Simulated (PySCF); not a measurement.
Structure from NMR data

The spectra below were simulated for a compound C6H10OSi.

1H NMR (500 MHz, computed): δ 6.94 (d, 1H), 5.70 (m, 1H), 4.75 (m, 2H), 4.70 (m, 2H), 1.16 (m, 2H), 1.09 (m, 2H).

13C{1H} NMR (computed): δ 155.7, 119.7, 70.7 (2C), 6.9, 6.1.

Level of theory: PBE0/pcSseg-1 with gauge-including orbitals, coordinates at the GFN2-xTB level, in PySCF 2.14.0 with density-fitted response routines (no relativistic terms, in vacuum, fast rotation and ring inversion assumed for equivalent nuclei, one computed conformer).

Referencing at the same level of theory: 1H (31.72 ppm), 13C (186.93 ppm) against TMS.

**Question.** Choose the structure that fits.
A. CCC1=C[SiH2]C=CO1
B. C(=C1\C[SiH2]1)/C1COC1
C. C(=C1CC1)[SiH]1COC1
D. C=CCC(=C=O)[SiH2]C
E. CCc1ccoc1[SiH3]

**Answer.** C. 

- The formula gives 3 degrees of unsaturation (2 rings in the answer).
- 5 carbon signals for 6 carbons: some carbons are equivalent by symmetry or fast rotation.
- Carbon types of the structure: 1 × C, 1 × CH, 4 × CH2, leaving 1 H on heteroatoms.
- δC 155.7: fully substituted alkene carbon; the olefinic region.
- δC 119.7: alkene CH; an sp2 carbon of a C=C bond.
- δC 70.7: sp3 CH2 bonded to O and Si; deshielded by the electronegative neighbour.
- δC 6.9, 6.1: three-membered-ring carbon; carbons of three-membered rings are unusually shielded.
- δH 1.16, 1.09: hydrogen on a three-membered-ring carbon; cyclopropane-type protons are shielded by the ring.

The others: C(=C1\C[SiH2]1)/C1COC1 has carbons computed at 149.4, 135.6, 78.7, 46.9, 1.6, with a different DEPT pattern; CCc1ccoc1[SiH3] would give 6 carbon signals, not 5; C=CCC(=C=O)[SiH2]C would give 6 carbon signals, not 5; CCC1=C[SiH2]C=CO1 would give 6 carbon signals, not 5.

Shifts are as computed. Against solution values, carbons near 30 ppm lie about +3 ppm off and those near 130 ppm about +5 ppm. Of 1309 compounds with measured shifts, 239 miss one by over three times the rms of a fit or turn the order of signals round; such compounds aren't used in these exercises. No couplings were computed; multiplicities are counted from neighbouring protons, with m where these are inequivalent, close in shift, in a saturated or five-membered ring or joined by F or P, and br s for small geminal =CH2 splittings.
